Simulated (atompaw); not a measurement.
**Building the PAW (atompaw) potential for In (PBE, scalar-relativistic).**

atompaw 4.2.0.5 input, output lines left out:

```
In 49
GGA-PBE scalarrelativistic loggrid 1500 logderivrange -3 5 201
5 5 4 0 0 0
5 1 0
0 0 0
c
c
c
c
v
c
c
c
v
c
c
2
2.60 2.05 2.25 2.35
y
4.25
n
y
2.6
n
y
-0.15
n
custom rrkj gramschmidtortho besselshape
bessel
2.60
2.60
2.60
2.40
2.60
```

Poles of the logarithmic derivatives, all-electron (AE) and pseudo (PS). s: poles at 0.4 (AE) and 0.4 (PS) Ry. p: poles at 1.7 (AE) and 1.7 (PS) Ry. d: poles at -1.8, 4.0 (AE) and 1.9 (PS) Ry. Test radius 2.61 bohr.

* Cutoffs needed: 6 Ry and 6 Ry (the cutoffs (Ry, on a coarse ladder) from which the occupation-weighted sum of valence levels, in a spherical-Bessel basis at the reference potential, stays within 10 and 1 mRy of its value at 400 Ry)
* Ghost test: no extra level below or beside the all-electron valence levels (s, p, d, f tested) (spherical-Bessel basis up to 400 Ry, 20 bohr box)
* Lowest eigenvalue of the overlap operator: 0.12 (s channel)
* Overlap eigenvalues printed by atompaw (projector basis): 0.0256, 0.212, 0.448, 2.43, 15.4
* Share of each valence orbital outside the PAW sphere: 5s 39 %, 5p 65 %
